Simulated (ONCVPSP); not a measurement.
**PBE ONCV dataset for Ge (Z = 32), scalar-relativistic all-electron reference.**

ONCVPSP 4.0.1 was run on this input:

```
# ATOM AND REFERENCE CONFIGURATION
# atsym  z   nc   nv     iexc    psfile
  Ge 32.00    3    5        4      upf
#
#   n    l    f
    1    0    2.00
    2    0    2.00
    2    1    6.00
    3    0    2.00
    3    1    6.00
    3    2   10.00
    4    0    2.00
    4    1    2.00
#
# PSEUDOPOTENTIAL AND OPTIMIZATION
# lmax
    2
#
#   l,   rc,      ep,       ncon, nbas, qcut
    0    0.95    0.00    4    9   12.90
    1    1.05    0.00    5    8   14.70
    2    0.95    0.00    3    8   19.20
#
# LOCAL POTENTIAL
# lloc, lpopt,  rc(5),   dvloc0
    2    5    0.95    0.00
#
# VANDERBILT-KLEINMAN-BYLANDER PROJECTORs
# l, nproj, debl
    0    2    0.60
    1    3    1.30
    2    0    2.20
#
# MODEL CORE CHARGE
# icmod, fcfact, rcfact
    3    4.25    1.00
#
# LOG DERIVATIVE ANALYSIS
# epsh1, epsh2, depsh
   -8.00    5.00    0.04
#
# OUTPUT GRID
# rlmax, drl
    6.00    0.01
#
# TEST CONFIGURATIONS
# ncnf
    4
# nvcnf
#   n    l    f
    5
    3    0    2.00
    3    1    6.00
    3    2   10.00
    4    0    2.00
    4    1    1.00
#
    5
    3    0    2.00
    3    1    6.00
    3    2   10.00
    4    0    2.00
    4    1    0.00
#
    5
    3    0    2.00
    3    1    6.00
    3    2   10.00
    4    0    1.00
    4    1    0.00
#
    5
    3    0    2.00
    3    1    6.00
    3    2   10.00
    4    0    2.00
    4    1    1.50
#
```

Command:

```bash
oncvpsp.x < Ge.dat > Ge.out
```

The program printed (shortened: citation, most of the input echo, consistency checks and plot data are left out):

```
ONCVPSP  (Optimized Norm-Conservinng Vanderbilt PSeudopotential)
scalar-relativistic version 4.0.1

#   n    l    f        energy (Ha)
    1    0    2.00    -4.0281571E+02
    2    0    2.00    -5.0412488E+01
    2    1    6.00    -4.4051811E+01
    3    0    2.00    -6.1919266E+00
    3    1    6.00    -4.2489733E+00
    3    2   10.00    -1.0771536E+00
    4    0    2.00    -4.3112376E-01
    4    1    2.00    -1.4315416E-01

Reference configufation results
  iterations    25
  all-electron total energy (Ha)   -2.09883316D+03

Begin loop to  construct optimized pseudo wave functions
and semi-local pseudopoentials for all angular momenta

Calculating optimized projector #   1

 for l=   0

    Fraction of norm inside rc  0.910601
    Optimizing pswf for qcut=  12.92 a_B^-1,  ecut=  83.41 Ha
    Residual kinetic energy error=  5.81D-06 Ha

    Energy error per electron        Cutoff
         Ha          eV             Ha
         0.01000     0.27211       48.90
         0.00100     0.02721       62.38
         0.00010     0.00272       72.57
         0.00001     0.00027       81.13

Calculating optimized projector #   2

 for l=   0

    Fraction of norm inside rc  0.041131
    Optimizing pswf for qcut=  12.92 a_B^-1,  ecut=  83.41 Ha
    Residual kinetic energy error=  3.24D-06 Ha

    Energy error per electron        Cutoff
         Ha          eV             Ha
         0.01000     0.27211       36.68
         0.00100     0.02721       55.28
         0.00010     0.00272       68.36
         0.00001     0.00027       78.32

   Wellstate for l =  1  n =  5
     eigenvalue =   1.1568
     asymptotic potential =   1.6568
     half-point radius =  3.4870

Calculating optimized projector #   1

 for l=   1

    Fraction of norm inside rc  0.925572
    Optimizing pswf for qcut=  14.68 a_B^-1,  ecut= 107.80 Ha
    Residual kinetic energy error=  2.36D-07 Ha

    Energy error per electron        Cutoff
         Ha          eV             Ha
         0.01000     0.27211       48.03
         0.00100     0.02721       60.05
         0.00010     0.00272       69.97
         0.00001     0.00027       78.43

Calculating optimized projector #   2

 for l=   1

    Fraction of norm inside rc  0.024134
    Optimizing pswf for qcut=  14.68 a_B^-1,  ecut= 107.80 Ha
    Residual kinetic energy error=  3.83D-08 Ha

    Energy error per electron        Cutoff
         Ha          eV             Ha
         0.01000     0.27211       31.99
         0.00100     0.02721       46.19
         0.00010     0.00272       58.08
         0.00001     0.00027       67.88

Calculating optimized projector #   3

 for l=   1

    Fraction of norm inside rc  0.035042
    Optimizing pswf for qcut=  14.68 a_B^-1,  ecut= 107.80 Ha
    Residual kinetic energy error=  2.04D-07 Ha

    Energy error per electron        Cutoff
         Ha          eV             Ha
         0.01000     0.27211       34.98
         0.00100     0.02721       48.75
         0.00010     0.00272       60.31
         0.00001     0.00027       69.38

Calculating optimized projector #   1

 for l=   2

    Fraction of norm inside rc  0.769868
    Optimizing pswf for qcut=  19.20 a_B^-1,  ecut= 184.29 Ha
    Residual kinetic energy error=  3.30D-08 Ha

    Energy error per electron        Cutoff
         Ha          eV             Ha
         0.01000     0.27211      107.59
         0.00100     0.02721      128.58
         0.00010     0.00272      144.67
         0.00001     0.00027      158.60

Construct Vanderbilt / Kleinmman-Bylander projectors

B matrix Hermiticity error, ll=   0
   1   2    1.0349E-03

  Orthonormal projector coefficients -3.0284E+01  2.5145E+01

B matrix Hermiticity error, ll=   1
   1   2    4.7290E-04
   1   3   -7.2438E-04
   2   3    4.0238E-05

  Orthonormal projector coefficients  3.6295E+01  1.2599E+01 -9.1486E-01

Model core correction analysis
  based on d2Exc/dn_idn_j

d2excae - all-electron derivatives

   -4.648929D-02   -4.352233D-02   -3.467127D-02   -2.695148D-03
   -1.221548D-03
   -4.352246D-02   -4.229307D-02   -3.426793D-02   -3.107600D-03
   -1.380043D-03
   -3.467157D-02   -3.426811D-02   -3.327379D-02   -5.844769D-03
   -2.590945D-03
   -2.695004D-03   -3.107385D-03   -5.844301D-03   -3.187473D-02
   -2.444178D-02
   -1.221536D-03   -1.380006D-03   -2.590760D-03   -2.444037D-02
   -2.623767D-02

d2excps - pseudofunction derivatives with no core correction

   -4.867206D-02   -4.430709D-02   -3.833421D-02   -3.059527D-03
   -1.339850D-03
   -4.430739D-02   -4.269904D-02   -3.803704D-02   -3.225048D-03
   -1.428953D-03
   -3.833467D-02   -3.803714D-02   -3.547056D-02   -6.032908D-03
   -2.717812D-03
   -3.059037D-03   -3.224832D-03   -6.032444D-03   -3.190759D-02
   -2.444930D-02
   -1.339848D-03   -1.428916D-03   -2.717630D-03   -2.444790D-02
   -2.623957D-02

rms 2nd derivative error    1.632962E-03

rmatch, rhocmatch    0.3023  134.7436

Teter function model core charge with specified parameters

d2excps - pseudofunction derivatives with core correction

   -4.461991D-02   -4.312033D-02   -3.820772D-02   -2.694981D-03
   -1.275167D-03
   -4.312036D-02   -4.229361D-02   -3.801749D-02   -3.117672D-03
   -1.406574D-03
   -3.820784D-02   -3.801758D-02   -3.549496D-02   -6.021838D-03
   -2.716795D-03
   -2.694828D-03   -3.117452D-03   -6.021376D-03   -3.187479D-02
   -2.444343D-02
   -1.275150D-03   -1.406537D-03   -2.716614D-03   -2.444203D-02
   -2.623833D-02

rms 2nd derivative error    1.574581E-03

Pseudoatom total energy -292.154130

Diagnostic tests using Vanderbilt-Kleinman-Bylander pseudopotentials
  1 or more projectors used as specified by nproj input data

   l    rcore       rmatch      e in        delta e   norm test  slope test

   0   0.9534557   0.9824047  -6.1919266   0.0000136   1.0001615   1.0001585
   0   0.9534557   0.9824047  -0.4311238   0.0000240   1.0001090   1.0000919

   1   1.0555193   1.0875672  -4.2489733   0.0000012   1.0002696   1.0002795
   1   1.0555193   1.0875672  -0.1431542   0.0000143   1.0001188   1.0000917
   1   1.0555193   1.0875672   1.1568458   0.0001715   1.0004751   1.0004751

   2   0.9534557   0.9824047  -1.0771536  -0.0000177   0.9999946   1.0000249

 Testing for bound ghosts
   n   l    E NL Schr. Eq   E Basis Diag.   E Cutoff

       0                      -25.590528    385.02  WARNING - GHOST(-)
   1   0       -6.191913       -6.191907    385.02
   2   0       -0.431100       -0.145660    385.02

   2   1       -4.248972       -4.248958    355.93
   3   1       -0.143140        0.187445    355.93

 Testing for highly-localized positive-energy ghosts
       l    <radius>/rc     E Basis Diag.   E Cutoff

Test configuration 0

   n   l     f        eae           eps        diff
   1   0  2.0000 -402.81570560
   2   0  2.0000  -50.41248757
   2   1  6.0000  -44.05181077
   3   0  2.0000   -6.19192659   -6.19191301    1.36D-05
   3   1  6.0000   -4.24897334   -4.24897209    1.24D-06
   3   2 10.0000   -1.07715362   -1.07717134   -1.77D-05
   4   0  2.0000   -0.43112376   -0.43109975    2.40D-05
   4   1  2.0000   -0.14315416   -0.14313991    1.43D-05

    Total energies and differences
      AE_ref= -2.09883316D+03  AE_tst= -2.09883316D+03  dif=  0.00D+00
      PS_ref= -2.92154130D+02  PS_tst= -2.92154130D+02  dif=  5.12D-13
      PSP excitation error= -5.12D-13

Test configuration 1

   n   l     f        eae           eps        diff
   1   0  2.0000 -403.15060002
   2   0  2.0000  -50.74465659
   2   1  6.0000  -44.38432619
   3   0  2.0000   -6.52362329   -6.52359485    2.84D-05
   3   1  6.0000   -4.58069972   -4.58065830    4.14D-05
   3   2 10.0000   -1.40818962   -1.40824753   -5.79D-05
   4   0  2.0000   -0.72980429   -0.72976868    3.56D-05
   4   1  1.0000   -0.41315242   -0.41312543    2.70D-05

    Total energies and differences
      AE_ref= -2.09883316D+03  AE_tst= -2.09855959D+03  dif=  2.74D-01
      PS_ref= -2.92154130D+02  PS_tst= -2.91880544D+02  dif=  2.74D-01
      PSP excitation error= -1.59D-05

Test configuration 2

   n   l     f        eae           eps        diff
   1   0  2.0000 -403.55957955
   2   0  2.0000  -51.14734444
   2   1  6.0000  -44.78776752
   3   0  2.0000   -6.92516083   -6.92517687   -1.60D-05
   3   1  6.0000   -4.98220147   -4.98212683    7.46D-05
   3   2 10.0000   -1.80786425   -1.80805567   -1.91D-04
   4   0  2.0000   -1.07491036   -1.07486114    4.92D-05

    Total energies and differences
      AE_ref= -2.09883316D+03  AE_tst= -2.09799220D+03  dif=  8.41D-01
      PS_ref= -2.92154130D+02  PS_tst= -2.91313118D+02  dif=  8.41D-01
      PSP excitation error= -5.83D-05

Test configuration 3

   n   l     f        eae           eps        diff
   1   0  2.0000 -404.08879965
   2   0  2.0000  -51.66384468
   2   1  6.0000  -45.30535013
   3   0  2.0000   -7.44173834   -7.44224400   -5.06D-04
   3   1  6.0000   -5.49827965   -5.49844278   -1.63D-04
   3   2 10.0000   -2.31871468   -2.31942322   -7.09D-04
   4   0  1.0000   -1.48670540   -1.48666272    4.27D-05

    Total energies and differences
      AE_ref= -2.09883316D+03  AE_tst= -2.09671363D+03  dif=  2.12D+00
      PS_ref= -2.92154130D+02  PS_tst= -2.90034453D+02  dif=  2.12D+00
      PSP excitation error= -1.53D-04

Test configuration 4

   n   l     f        eae           eps        diff
   1   0  2.0000 -402.97252862
   2   0  2.0000  -50.56834206
   2   1  6.0000  -44.20779277
   3   0  2.0000   -6.34761581   -6.34758962    2.62D-05
   3   1  6.0000   -4.40468137   -4.40466031    2.11D-05
   3   2 10.0000   -1.23263510   -1.23266334   -2.82D-05
   4   0  2.0000   -0.57328375   -0.57325403    2.97D-05
   4   1  1.5000   -0.27134665   -0.27132639    2.03D-05

    Total energies and differences
      AE_ref= -2.09883316D+03  AE_tst= -2.09873018D+03  dif=  1.03D-01
      PS_ref= -2.92154130D+02  PS_tst= -2.92051153D+02  dif=  1.03D-01
      PSP excitation error= -4.89D-06
```

Note: ghosts flagged at negative energy: s at -696.4 eV; no localised positive-energy state flagged. A true bound ghost makes a file unfit for plane-wave use.

The run took about 3.4 s on one core of a shared server CPU.
